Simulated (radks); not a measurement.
The numbers below are computed, except where a source is named.
Task: Mean orbital radii <r> (bohr) of the barium ion Ba+, [Xe] 6s1, of relativity; Dirac values are averaged over j with weights 2j + 1. Spin-unpolarised spherical Kohn-Sham, PBE, point nucleus unless stated (finite: rms radius 4.8378 fm), a radial shooting solver on a logarithmic mesh with Libxc functionals. A level marked "c x" has the speed of light scaled by that factor.

shell       non-rel.
2p           0.09900
3s            0.3063
3p            0.2964
3d            0.2671
4s            0.7037
4p            0.7281
4d            0.7957
5s             1.705
5p             1.929
5d (empty)     2.977
6s             4.477
6p (empty)     5.422

Give the values at the level "Dirac, c x 0.85".

Result: 
shell       Dirac, c x 0.85  change of magnitude (%)
2p                  0.09471                    -4.34
3s                   0.2856                    -6.77
3p                   0.2867                    -3.26
3d                   0.2665                    -0.20
4s                   0.6617                    -5.96
4p                   0.7099                    -2.51
4d                   0.8029                    +0.90
5s                    1.609                    -5.64
5p                    1.903                    -1.35
5d (empty)            3.153                    +5.91
6s                    4.270                    -4.62
6p (empty)            5.403                    -0.35
